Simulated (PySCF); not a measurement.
**Electric field gradients and quadrupole coupling constants**

C5H14SSi2.
Atom-mapped SMILES: `[CH2:1]=[C:2]([CH3:3])[Si@H:4]([CH2:5][CH3:6])[S:7][SiH3:8]` (hydrogens: H9, H10 on C1; H11, H12, H13 on C3; H14 on Si4; H15, H16 on C5; H17, H18, H19 on C6; H20, H21, H22 on Si8)

Structure used (GFN2-xTB), in Å, numbered top down from 1:
```
atom  x, y, z in Å
C1     0.265    1.853    0.872
C2     0.226    1.048   -0.181
C3     0.367    1.575   -1.577
Si4   -0.034   -0.819    0.009
C5    -1.834   -1.231    0.450
C6    -2.823   -0.694   -0.577
S7     1.162   -1.585    1.641
Si8    3.132   -0.923    1.137
H9     0.176    1.476    1.878
H10    0.395    2.922    0.777
H11    1.250    1.146   -2.050
H12    0.459    2.659   -1.584
H13   -0.496    1.289   -2.176
H14    0.403   -1.500   -1.216
H15   -2.071   -0.815    1.431
H16   -1.950   -2.311    0.538
H17   -2.622   -1.114   -1.560
H18   -3.844   -0.946   -0.300
H19   -2.747    0.389   -0.647
H20    3.508   -1.519   -0.140
H21    3.940   -1.410    2.240
H22    3.129    0.530    1.032
```

Field gradients from the PBE0/pcSseg-1 density (PySCF, non-relativistic), principal values in atomic units, ordered |Vxx| ≤ |Vyy| ≤ |Vzz|:

```csv
atom,Vxx,Vyy,Vzz
S7,0.2694,1.3358,-1.6052
```

Question: Find the asymmetry η = (Vxx − Vyy)/Vzz and the couplings χ = eQV/h (234.96 MHz × Q in barn × V in au), with Q(33S) = −0.0678 b.

Answer: 
| atom | environment | nucleus | η | χzz (MHz) | χxx (MHz) | χyy (MHz) |
| --- | --- | --- | --- | --- | --- | --- |
| S7 | sulfur bonded to 2 Si | 33S | 0.66 | 25.57 | -4.29 | -21.28 |

The tensor is traceless: Vxx + Vyy + Vzz = 0.

Question: What is Vzz at S7 in SI units (1 au = 9.71736 × 10²¹ V/m²)?

Answer: -1.6052 au = -15.599 × 10²¹ V/m².

Were the hydrogens deuterons (Q(2H) = 0.00286 b), χzz would run from 107 kHz (H14) to 223 kHz (H9 and H10).

One conformer (not necessarily the lowest) at the GFN2-xTB geometry, without solvent, vibrations or thermal averaging. GFN2-xTB bond lengths can be off by several hundredths of an ångström, more for odd bonds, and the gradients follow them. The small basis limits the accuracy of the gradients.
